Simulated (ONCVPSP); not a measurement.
# Before and after: ONCV potential for beryllium (Be)

Be, optimised norm-conserving Vanderbilt (ONCV), made with ONCVPSP 4.0.1 (PBE, scalar-relativistic). Core none, reference 1s2 2s1 (charge +1). Waves: 1s+2s: rc 0.90 bohr, ncon 4, nbas 9, qcut 13.1 1/bohr, 2 projectors; p scattering state at 0.36 Ha: rc 0.85 bohr, ncon 5, nbas 9, qcut 11 1/bohr, 2 projectors, debl 3.3 Ha; d scattering state at 0.04 Ha: rc 0.80 bohr, ncon 5, nbas 8, qcut 12.8 1/bohr, 2 projectors, debl 2.2 Ha. Local part: polynomial inside 0.60 bohr (lpopt 4, dvloc0 6 Ha). Core correction: none.

Change: s: rc 1.24.

Cutoffs: the cutoffs (Ha) at which the residual kinetic energy of the hardest occupied pseudo-wave falls to 1 and 0.1 mHa per electron; they do not see the model core or the augmentation charge, which bear on the density cutoff. Errors are all-electron minus pseudo energies relative to the spin-unpolarised reference configuration.

**Question.** What does the change do?

**Answer.** The potential gets softer (66 Ha and 76 Ha → 50 Ha and 59 Ha); of the 4 tests that both files solve, the error grows in 0 and shrinks in 1 by more than 15 % and 0.3 meV (median size 0.9 → 0.5 meV); neither file shows a bound ghost. A larger radius leaves more room for a smooth pseudo-wave, so fewer plane waves are needed.

```csv
quantity,base,changed
"cutoff, loose",66 Ha,50 Ha
"cutoff, tight",76 Ha,59 Ha
bound ghosts,none,none
GHOST(+) flags under 300 eV,none,none
"error for 1s2 2s2, meV [ΔE -9.55 eV]",+0.5,-0.2
"error for 1s2 2s0, meV [ΔE 17.95 eV]",+2.0,+0.9
"error for 1s2 2s1.5, meV [ΔE -5.79 eV]",+0.2,-0.1
"error for 1s2 2s0 2p2, meV [ΔE -2.30 eV]",+1.3,+1.3
p: phases at 0.86 bohr within 0.05 rad from the reference energy up to (Ha; the scan ends near 5),to the end of the scan,to the end of the scan
d: phases at 0.81 bohr within 0.05 rad from the reference energy up to (Ha; the scan ends near 5),to the end of the scan,to the end of the scan
```
